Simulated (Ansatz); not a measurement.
C$_{6}$H$_{10}$BClO$_{2}$, SMILES `CC1=CC(C)=[O+][B-](C)(Cl)O1`, 20 atoms. Charge 0, multiplicity 1. Hardware: A = 4 threads of an AMD EPYC 7R13 on a shared host; B = 4 threads of an AMD EPYC 7R13 on a shared host and a share of an NVIDIA H100 80 GB. Correlated methods freeze the cores.

Task: How many basis functions does each run have, and how long does it take in Ansatz? RKS PBE0-D4/def2-TZVP relaxation (13 steps) [B]; RKS PBE0-D4/def2-QZVPP energy [B]; RHF-CCSD(T)/def2-TZVPP energy [B]; RKS PBE0-D4/def2-SVP energy [A]; RKS ωB97M-V/def2-QZVPP energy [B]; direct RPA on PBE orbitals/def2-TZVPP energy [B]; RKS BHLYP-D4/def2-TZVPP energy [B]; RKS CAM-B3LYP-D4/def2-TZVPP energy [B]; RKS PBE-D4/def2-TZVPP energy and forces [B]; RHF-MP2/def2-QZVPP energy [B]; RKS HSE06 (plane-wave form)-D4/def2-TZVPP energy [B]; RHF-CCSD(T)/def2-SVP energy [B]. (Estimate.)

Result: Computed: Other jobs shared the machine, so times are rough.

| level | job | functions | wall time | peak host memory (GiB) |
| --- | --- | --- | --- | --- |
| RKS PBE0-D4/def2-SVP | energy [A] | 194 | 3.1 s | 1.2 |
| RKS PBE0-D4/def2-QZVPP | energy [B] | 883 | 3.3 s | 1.5 |
| RKS PBE-D4/def2-TZVPP | energy and forces [B] | 461 | 3.6 s | 0.98 |
| RKS BHLYP-D4/def2-TZVPP | energy [B] | 461 | 5.5 s | 1.2 |
| RKS HSE06 (plane-wave form)-D4/def2-TZVPP | energy [B] | 461 | 5.5 s | 1.2 |
| RHF-CCSD(T)/def2-SVP | energy [B] | 194 | 5.5 s | 1.2 |
| direct RPA on PBE orbitals/def2-TZVPP | energy [B] | 461 | 5.5 s | 2.4 |
| RKS CAM-B3LYP-D4/def2-TZVPP | energy [B] | 461 | 6.5 s | 1.2 |
| RKS ωB97M-V/def2-QZVPP | energy [B] | 883 | 7 s | 1.6 |
| RHF-MP2/def2-QZVPP | energy [B] | 883 | 11 s | 1.6 |
| RKS PBE0-D4/def2-TZVP | relaxation (13 steps) [B] | 376 | 29 s | 1.1 |
| RHF-CCSD(T)/def2-TZVPP | energy [B] | 461 | 54 s | 1.2 |
